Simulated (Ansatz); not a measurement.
```yaml
crystal:
  periodic: [false, false, false]
  atoms:
    - {symbol: Si, position_ang: [0.072913, 1.064685, 0.059284]}
    - {symbol: C, position_ang: [-0.345310, 0.003479, 0.174472]}
    - {symbol: C, position_ang: [0.315515, -0.617247, -0.106914]}
    - {symbol: S, position_ang: [0.012663, -1.651658, 0.074277]}
    - {symbol: H, position_ang: [0.270295, 1.439581, -0.795143]}
    - {symbol: H, position_ang: [-0.551426, 1.915601, 0.384216]}
    - {symbol: H, position_ang: [0.946281, 1.386015, 0.637569]}
    - {symbol: H, position_ang: [-0.536480, -0.097498, 0.802229]}
    - {symbol: H, position_ang: [-0.991638, -0.061265, -0.201922]}
    - {symbol: H, position_ang: [0.479159, -0.626928, -0.841264]}
    - {symbol: H, position_ang: [0.869592, -0.657298, 0.297978]}
    - {symbol: H, position_ang: [-0.626066, -1.636733, -0.501052]}
basis:
  gaussian: {orbitals: def2-mTZVPP}
hamiltonian: {xc: {name: B3LYP5}}
scf: {lower_state_search: off}
output: {forces: true}
```

```sh
$ ansatz run in.yaml --threads 4 --pin off --events-out ev --progress --plain --max-ram 10444MiB
```

Output, abridged:

```
Functional definition: B3LYP5
1211 factors; integrals over basis functions are off by at most 5.4e-4 eV
mean field evaluation 1: about -20771.5272 eV, gradient 1.6e2 eV
mean field evaluation 2: about -20677.4164 eV, gradient 2.5e2 eV
mean field evaluation 4: about -20811.2356 eV, gradient 9.1e0 eV
mean field evaluation 8: about -20811.5444 eV, gradient 5.4e-1 eV
mean field evaluation 16: about -20811.5450 eV, gradient 3.0e-5 eV
mean field -20811.54501559 eV, -764.8101727510 hartree, gradient 4.2e-6 eV, S^2 0.000000; 0 other end points of the search recorded, 0 dependent functions left out
reference -20811.54525788 eV, -764.8101816551 hartree; 25, 25 occupied and 107, 107 virtual orbitals, 1211 factors
Total energy: -20811.54525788 eV, -764.8101816551 hartree
Atom 0 at     0.072913     1.064685     0.059284 Å, force    17.540093    52.268340     9.972632 eV/Å
Atom 1 at    -0.345310     0.003479     0.174472 Å, force   -45.616652    -2.562280    -4.075645 eV/Å
Atom 2 at     0.315515    -0.617247    -0.106914 Å, force    42.242503    41.659707   -35.740873 eV/Å
Atom 3 at     0.012663    -1.651658     0.074277 Å, force     8.427400  -112.960581    49.411762 eV/Å
Atom 4 at     0.270295     1.439581    -0.795143 Å, force     7.779451    13.072711   -33.045098 eV/Å
Atom 5 at    -0.551426     1.915601     0.384216 Å, force   -10.608672    13.671801     5.419585 eV/Å
Atom 6 at     0.946281     1.386015     0.637569 Å, force    14.969828     4.223675     9.796788 eV/Å
Atom 7 at    -0.536480    -0.097498     0.802229 Å, force   -17.602236    -7.544642    52.741007 eV/Å
Atom 8 at    -0.991638    -0.061265    -0.201922 Å, force   -28.502326    -2.314049   -15.018570 eV/Å
Atom 9 at     0.479159    -0.626928    -0.841264 Å, force    10.345141     2.052818   -30.761496 eV/Å
Atom 10 at     0.869592    -0.657298     0.297978 Å, force    42.165193     1.361600    25.702840 eV/Å
Atom 11 at    -0.626066    -1.636733    -0.501052 Å, force   -41.139723    -2.929101   -34.402931 eV/Å
Dipole moment:    -0.145722     0.038926    -0.144728 e Å
Checks for a lower state left out: stability, starts, cluster_reference, orbital_swaps, neighbouring_geometries, increment
```

What is wrong with this run?

The geometry is squeezed to about two thirds of its size. The run converged. The result belongs to that input, not to the molecule as meant.

B3LYP here is the variant with VWN-RPA as its local correlation; programs differ in this.
